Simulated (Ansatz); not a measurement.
FGaH2Zn, SMILES `[F][Zn][GaH2]`, 5 atoms. The species carries charge 0 and has multiplicity 1. For Zn the d shell is correlated and the shells below it are frozen. Correlated methods include outer-core shells of Ga, which these sets cover unevenly. Scalar relativity is left out up to krypton. All runs use 2 threads of an Arm Neoverse V2 on a shared host. Correlated methods freeze the cores.

Question: Give the basis size and wall time and peak host memory of each of these runs in Ansatz. RHF-MP2 with 3s3p of Cu, Zn/def2-QZVPP energy; RKS PBE0-D4/def2-QZVPP energy; direct RPA on PBE orbitals with 3s3p of Cu, Zn/def2-TZVPP energy; RKS ωB97M-V/def2-QZVPP energy; RKS LC-ωPBE/def2-TZVPP energy; RHF-CCSD(T) with 3s3p of Cu, Zn/def2-SVP energy; RHF-CCSD(T) with 3s3p of Cu, Zn/def2-TZVPP energy; RKS PBE0-D4/def2-SVP energy; RKS ωB97X-V/def2-TZVPP energy; RKS PBE0-D4/def2-TZVP relaxation (4 steps); RKS PBE0-D4/def2-TZVP frequencies; RKS B2PLYP (frozen core with 3s3p of Cu, Zn)/def2-TZVPP energy. (Best estimate.)

Answer: Computed: Other jobs shared the machine, so times are rough.

| level | job | functions | wall time | peak host memory (GiB) |
| --- | --- | --- | --- | --- |
| RKS PBE0-D4/def2-SVP | energy | 87 | 1.4 s | 0.17 |
| RKS LC-ωPBE/def2-TZVPP | energy | 171 | 2 s | 0.26 |
| RHF-CCSD(T) with 3s3p of Cu, Zn/def2-SVP | energy | 87 | 3.5 s | 0.25 |
| direct RPA on PBE orbitals with 3s3p of Cu, Zn/def2-TZVPP | energy | 171 | 4.2 s | 0.3 |
| RKS B2PLYP (frozen core with 3s3p of Cu, Zn)/def2-TZVPP | energy | 171 | 4.7 s | 0.38 |
| RKS PBE0-D4/def2-QZVPP | energy | 306 | 7.5 s | 0.93 |
| RKS ωB97X-V/def2-TZVPP | energy | 171 | 7.5 s | 0.52 |
| RHF-MP2 with 3s3p of Cu, Zn/def2-QZVPP | energy | 306 | 14 s | 1 |
| RKS PBE0-D4/def2-TZVP | relaxation (4 steps) | 139 | 15 s | 0.38 |
| RKS ωB97M-V/def2-QZVPP | energy | 306 | 19 s | 1.1 |
| RHF-CCSD(T) with 3s3p of Cu, Zn/def2-TZVPP | energy | 171 | 57 s | 1.5 |
| RKS PBE0-D4/def2-TZVP | frequencies | 139 | 67 s | 0.37 |

LC-ωPBE has ω = 0.4 bohr⁻¹.
